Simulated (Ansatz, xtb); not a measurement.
# Two isomers of C5H8Ge

Structure I: `C[C]1=CC=[CH][GeH2]1`, a singlet. Structure II: `CC1=[CH][GeH2][CH]=C1`, a singlet. Both are isolated molecules in the gas phase, relaxed with B3LYP-D3(BJ)/def2-SVP.

I (Å):

```json
{"atom": "C", "x (Å)": "-0.0461", "y (Å)": "-2.2029", "z (Å)": "-1.1375"}
{"atom": "C", "x (Å)": "-0.1996", "y (Å)": "-0.7330", "z (Å)": "-0.9076"}
{"atom": "C", "x (Å)": "-0.4087", "y (Å)": "-0.1375", "z (Å)": "0.2880"}
{"atom": "C", "x (Å)": "-0.5387", "y (Å)": "1.3382", "z (Å)": "0.3366"}
{"atom": "C", "x (Å)": "-0.4429", "y (Å)": "2.0314", "z (Å)": "-0.8183"}
{"atom": "Ge", "x (Å)": "-0.1440", "y (Å)": "0.7228", "z (Å)": "-2.2372"}
{"atom": "H", "x (Å)": "-0.1221", "y (Å)": "-2.7736", "z (Å)": "-0.1972"}
{"atom": "H", "x (Å)": "-0.8163", "y (Å)": "-2.5851", "z (Å)": "-1.8302"}
{"atom": "H", "x (Å)": "0.9281", "y (Å)": "-2.4390", "z (Å)": "-1.6005"}
{"atom": "H", "x (Å)": "-0.4847", "y (Å)": "-0.7121", "z (Å)": "1.2195"}
{"atom": "H", "x (Å)": "-0.7083", "y (Å)": "1.8218", "z (Å)": "1.3057"}
{"atom": "H", "x (Å)": "-0.5268", "y (Å)": "3.1180", "z (Å)": "-0.8713"}
{"atom": "H", "x (Å)": "-1.2670", "y (Å)": "0.6458", "z (Å)": "-3.2937"}
{"atom": "H", "x (Å)": "1.2128", "y (Å)": "0.8529", "z (Å)": "-2.9620"}
```

II (Å):

```yaml
atoms:
  - { symbol: C, position_ang: [1.1423, -1.6825, -0.6970] }
  - { symbol: C, position_ang: [0.1207, -0.5835, -0.7785] }
  - { symbol: C, position_ang: [-0.9101, -0.4080, 0.0802] }
  - { symbol: C, position_ang: [-0.6740, 1.3972, -1.9770] }
  - { symbol: C, position_ang: [0.2356, 0.4065, -1.8921] }
  - { symbol: Ge, position_ang: [-1.9214, 1.1614, -0.4861] }
  - { symbol: H, position_ang: [1.1373, -2.2907, -1.6183] }
  - { symbol: H, position_ang: [2.1598, -1.2648, -0.6023] }
  - { symbol: H, position_ang: [0.9596, -2.3479, 0.1585] }
  - { symbol: H, position_ang: [-1.0851, -1.0742, 0.9273] }
  - { symbol: H, position_ang: [-1.9259, 2.3277, 0.5248] }
  - { symbol: H, position_ang: [-3.3750, 0.8731, -0.9179] }
  - { symbol: H, position_ang: [-0.6543, 2.1560, -2.7615] }
  - { symbol: H, position_ang: [1.0603, 0.2932, -2.6067] }
```

Quicker runs give these differences E(II) − E(I): GFN2-xTB −2.73 kcal/mol; HF/STO-3G −2.92 kcal/mol (at GFN2-xTB geometries); r2SCAN-D4/def2-SVP −2.78 kcal/mol (at GFN2-xTB geometries).

Task: Estimate E(II) − E(I) at the level CCSD(T)/def2-SVP + ΔMP2/def2-TZVPP.

Result: Calculated at CCSD(T)/def2-SVP + ΔMP2/def2-TZVPP: E(II) − E(I) = −1.45 kcal/mol, so structure II lies lower.

How the difference moves with the method:

```json
{"level": "GFN2-xTB", "geometry": "GFN2-xTB", "E(II) − E(I) (kcal/mol)": "−2.73", "departure from the last row (kcal/mol)": "−1.28", "job, with rough time for the two": "optimisation, 0.17 s"}
{"level": "HF/STO-3G", "geometry": "GFN2-xTB", "E(II) − E(I) (kcal/mol)": "−2.92", "departure from the last row (kcal/mol)": "−1.47", "job, with rough time for the two": "single point, 0.48 s"}
{"level": "r2SCAN-D4/def2-SVP", "geometry": "GFN2-xTB", "E(II) − E(I) (kcal/mol)": "−2.78", "departure from the last row (kcal/mol)": "−1.33", "job, with rough time for the two": "single point, 4.2 s"}
{"level": "B3LYP-D3(BJ)/def2-SVP", "geometry": "B3LYP-D3(BJ)/def2-SVP", "E(II) − E(I) (kcal/mol)": "−0.77", "departure from the last row (kcal/mol)": "+0.68", "job, with rough time for the two": "optimisation, 71 s"}
{"level": "HF/def2-SVP", "geometry": "B3LYP-D3(BJ)/def2-SVP", "E(II) − E(I) (kcal/mol)": "−1.54", "departure from the last row (kcal/mol)": "−0.09", "job, with rough time for the two": "part of the CCSD(T) run"}
{"level": "MP2/def2-SVP", "geometry": "B3LYP-D3(BJ)/def2-SVP", "E(II) − E(I) (kcal/mol)": "−1.25", "departure from the last row (kcal/mol)": "+0.20", "job, with rough time for the two": "part of the CCSD(T) run"}
{"level": "CCSD(T)/def2-SVP", "geometry": "B3LYP-D3(BJ)/def2-SVP", "E(II) − E(I) (kcal/mol)": "−1.29", "departure from the last row (kcal/mol)": "+0.16", "job, with rough time for the two": "single point"}
{"level": "CCSD(T)/def2-SVP + ΔMP2/def2-TZVPP", "geometry": "B3LYP-D3(BJ)/def2-SVP", "E(II) − E(I) (kcal/mol)": "−1.45", "departure from the last row (kcal/mol)": "", "job, with rough time for the two": "single point, 88 s"}
```

As drawn, both hold the same kinds of bond in the same numbers.

The levels shown agree on the order. The largest departure from CCSD(T)/def2-SVP + ΔMP2/def2-TZVPP is that of HF/STO-3G, 1.47 kcal/mol. The last row adds to CCSD(T) the change of the MP2 difference between the two basis sets, here −0.16 kcal/mol.

With thermal terms from frequencies at re-optimised GFN2-xTB minima (ideal gas, soft modes damped towards free rotors, one conformer each, 298.15 K, 1 atm): the zero-point term adds +0.09 kcal/mol; ΔH is −1.45 and ΔG −1.24 kcal/mol.

The correlated steps freeze 14 core orbitals; the filled d shell of Ge is correlated, in a basis made for valence electrons. Run with Ansatz 0.2.0, xtb 6.7.1; the last row on 4 threads of Arm Neoverse V1 on a shared host.
